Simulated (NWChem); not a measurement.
System: TiNH3O2; SMILES [NH]=[Ti]([OH])[OH]

The following NWChem deck was run.

```
start job
memory heap 200 mb stack 900 mb global 1100 mb
geometry units angstroms noautosym nocenter noautoz
  Ti    -0.019907     0.000135    -0.156414
  N     -1.665473     0.018725     0.076179
  H     -2.660939     0.029962     0.289737
  O      0.867612     1.564361     0.080893
  H      0.577225     2.451452     0.306286
  O      0.832016    -1.583773     0.080797
  H      0.521631    -2.464077     0.306140
end
basis spherical
  * library 6-31g*
end
dft
  xc hfexch
  iterations 150
end
property
  shielding 5 1 2 3 4 5
  efieldgrad
end
task dft property
```

Output (shortened):

```
             Northwest Computational Chemistry Package (NWChem) 7.3.0
             --------------------------------------------------------

                             Geometry "geometry" -> ""
                             -------------------------

 Output coordinates in angstroms (scale by  1.889725989 to convert to a.u.)

  No.       Tag          Charge          X              Y              Z
 ---- ---------------- ---------- -------------- -------------- --------------
    1 Ti                  22.0000    -0.01990700     0.00013500    -0.15641400
    2 N                    7.0000    -1.66547300     0.01872500     0.07617900
    3 H                    1.0000    -2.66093900     0.02996200     0.28973700
    4 O                    8.0000     0.86761200     1.56436100     0.08089300
    5 H                    1.0000     0.57722500     2.45145200     0.30628600
    6 O                    8.0000     0.83201600    -1.58377300     0.08079700
    7 H                    1.0000     0.52163100    -2.46407700     0.30614000

 Effective nuclear repulsion energy (a.u.)     215.2144145934

  xc_inp: hfexch multiplicative factor not found.
                              NWChem Property Module
                              ----------------------

  itol2e modified to match energy
  convergence criterion.

                                 NWChem DFT Module
                                 -----------------

 Summary of "ao basis" -> "ao basis" (spherical)
 ------------------------------------------------------------------------------
       Tag                 Description            Shells   Functions and Types
 ---------------- ------------------------------  ------  ---------------------
 Ti                          6-31g*                 12       34   5s4p2d1f
 N                           6-31g*                  6       14   3s2p1d
 H                           6-31g*                  2        2   2s
 O                           6-31g*                  6       14   3s2p1d

  itol2e modified to match energy
  convergence criterion.

[...]

          -----------------------------------------
          Chemical Shielding Tensors (GIAO, in ppm)
          -----------------------------------------

                                NWChem CPHF Module
                                ------------------

  scftype          =     RHF
  nclosed          =       24
  nopen            =        0
  variables        =     1392
  # of vectors     =        3
  tolerance        = 0.10D-03
  level shift      = 0.00D+00
  max iterations   =       50
  max subspace     =       30

 SCF residual:    5.7627043253451489E-005

Iterative solution of linear equations
  No. of variables     1392
  No. of equations        3
  Maximum subspace       30
        Iterations       50
       Convergence  1.0D-04

   iter   nsub   residual    time
   ----  ------  --------  ---------
     1      3    2.47D+00      35.7
     2      6    6.27D-01      39.1
     3      9    1.25D-01      42.5
     4     12    7.27D-02      45.9
     5     15    2.83D-02      49.2
     6     18    5.25D-03      52.6
     7     21    1.30D-03      56.0
     8     24    3.17D-04      59.3
     9     27    6.68D-05      62.6

      Atom:    1  Ti
        Diamagnetic
   1610.2314     -0.0272     -0.7634
     -0.0272   1607.8156      0.0091
     -0.7634      0.0091   1591.3539

        Paramagnetic
   -817.2673    -12.9791   -124.7868
    -12.9791  -1966.1507      1.4047
   -124.7868      1.4047  -1801.8860

        Total Shielding Tensor
    792.9641    -13.0063   -125.5502
    -13.0063   -358.3350      1.4139
   -125.5502      1.4139   -210.5321

           isotropic =      74.6990
          anisotropy =    1100.8218

          Principal Components and Axis System
                 1           2           3
              808.5802   -358.4820   -226.0013

      1         0.9924      0.0113      0.1223
      2        -0.0112      0.9999     -0.0014
      3        -0.1223      0.0000      0.9925

      Atom:    2  N
        Diamagnetic
    351.2245     -0.3786     -5.2715
     -0.3786    317.7148      0.0595
     -5.2715      0.0595    319.3849

        Paramagnetic
   -100.4027     -8.3425     19.8002
     -8.3425   -837.9340     -0.2312
     19.8002     -0.2312   -541.0829

        Total Shielding Tensor
    250.8218     -8.7211     14.5287
     -8.7211   -520.2192     -0.1716
     14.5287     -0.1716   -221.6980

           isotropic =    -163.6985
          anisotropy =    -534.9290

          Principal Components and Axis System
                 1           2           3
             -520.3178    251.3667   -222.1443

      1         0.0113      0.9995     -0.0307
      2         0.9999     -0.0113      0.0003
      3         0.0000      0.0307      0.9995

      Atom:    3  H
        Diamagnetic
     45.8868     -0.2818     -4.9587
     -0.2818     20.9278      0.0560
     -4.9587      0.0560     22.0882

        Paramagnetic
     -6.4154      0.1374      6.6640
      0.1374      5.8015     -0.0751
      6.6640     -0.0751      1.4007

        Total Shielding Tensor
     39.4713     -0.1444      1.7054
     -0.1444     26.7293     -0.0191
      1.7054     -0.0191     23.4889

           isotropic =      29.8965
          anisotropy =      14.6346

          Principal Components and Axis System
                 1           2           3
               39.6529     26.7277     23.3089

      1         0.9944      0.0113     -0.1049
      2        -0.0113      0.9999      0.0011
      3         0.1049      0.0001      0.9945

[...]
```

Level: Hartree-Fock/6-31G* (spherical d), GIAO. Geometry: optimised at PBE0/def2-SVP. NWChem prints the field gradient with the sign opposite to the second derivative of the potential. The printed shielding anisotropy is the first printed principal value minus the mean of the other two.
